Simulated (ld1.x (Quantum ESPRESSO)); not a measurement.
# Configuration tests for Mg (Z = 12) (TM)

* Element: magnesium
* Generator: ld1.x (Quantum ESPRESSO) 7.5
* Type: norm-conserving Troullier–Martins (Kleinman–Bylander form)
* Functional: PW91
* Relativity: scalar-relativistic
* Frozen core: [Ne]
* Valence charge: 2
* Reference configuration: 3s2 3p0
* Partial waves: 3p (bound, empty): rc 2.30 bohr; 3d channel at -0.1 Ry: rc 2.60 bohr; 3s (bound): rc 2.75 bohr
* Local potential: the s channel
* Core correction: none

Energies are relative to the spin-unpolarised reference configuration 3s2 3p0; without spin polarisation the order of configurations can differ from experiment. The frozen-core shift is the all-electron ΔE with the core orbitals held at their reference shape minus the fully relaxed ΔE.

Task: Give the all-electron excitation energy and the error of the potential for: 3s1 3p0; 3s1.5 3p0; 3s1 3p1; 3s0 3p1; 3s0 3p2.

Result:

```
valence configuration  charge  ΔE all-electron (eV)  error AE − PS (meV)  frozen-core shift (meV)
              3s1 3p0      +1                 7.993                 +6.7                     +5.5
            3s1.5 3p0    +0.5                 3.161                 +0.7                     +0.9
              3s1 3p1       0                 3.493                 +8.6                     +2.3
              3s0 3p1      +1                12.345                  +98                      +17
              3s0 3p2       0                 7.184                  +56                     +9.9
```

ld1.x printed “convergence not achieved” for 3 of the counted tests; their residual had stalled under 1e-8, short of the target of 1e-14.
